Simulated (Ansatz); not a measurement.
`[CH3][SnH2][CH3]` and `[CH3][SnH2][GaH2]` differ in one atom or group.

Ansatz, PBE0-D4/def2-TZVP geometries, multiplicity 1. 

Elements past krypton have def2 core potentials. Scalar relativity is left out up to krypton.

```json
{"property": "zero-point energy (PBE0-D4/def2-TZVP) / kJ/mol", "`[CH3][SnH2][CH3]`": "224.3"}
{"property": "LUMO energy (ωB97M-V/def2-TZVPP) / eV", "`[CH3][SnH2][CH3]`": "1.70"}
{"property": "LUMO energy (PBE0/def2-TZVPP) / eV", "`[CH3][SnH2][CH3]`": "0.51"}
{"property": "LUMO energy (B3LYP/def2-TZVPP) / eV", "`[CH3][SnH2][CH3]`": "0.26"}
{"property": "HOMO–LUMO gap (B3LYP/def2-TZVPP) / eV", "`[CH3][SnH2][CH3]`": "8.07"}
{"property": "ideal-gas entropy at 298 K and 1 bar (rigid rotor, harmonic PBE0-D4/def2-TZVP) / J/(mol·K)", "`[CH3][SnH2][CH3]`": "333"}
```

**Question.** Give the same properties after the change, and the shifts. (Estimate.)

**Answer.** Computed: 
| property | `[CH3][SnH2][GaH2]` | shift |
| --- | --- | --- |
| zero-point energy (PBE0-D4/def2-TZVP) / kJ/mol | 164.0 | -60.3 |
| LUMO energy (ωB97M-V/def2-TZVPP) / eV | -0.45 | -2.15 |
| LUMO energy (PBE0/def2-TZVPP) / eV | -2.14 | -2.65 |
| LUMO energy (B3LYP/def2-TZVPP) / eV | -2.40 | -2.66 |
| HOMO–LUMO gap (B3LYP/def2-TZVPP) / eV | 4.58 | -3.49 |
| ideal-gas entropy at 298 K and 1 bar (rigid rotor, harmonic PBE0-D4/def2-TZVP) / J/(mol·K) | 380 | 47 |

With PBE0 the HOMO rises by 0.87 eV and the LUMO falls by 2.65 eV, so the gap narrows by about 3.52 eV. PBE moves the HOMO by 0.70 eV and ωB97M-V by 1.07 eV. The zero-point energy changes by -60.3 kJ/mol with -3 modes. Modes under 60 cm⁻¹, often nearly free rotors, make the harmonic entropy too high.

B3LYP here is the variant with VWN-RPA as its local correlation; programs differ in this.
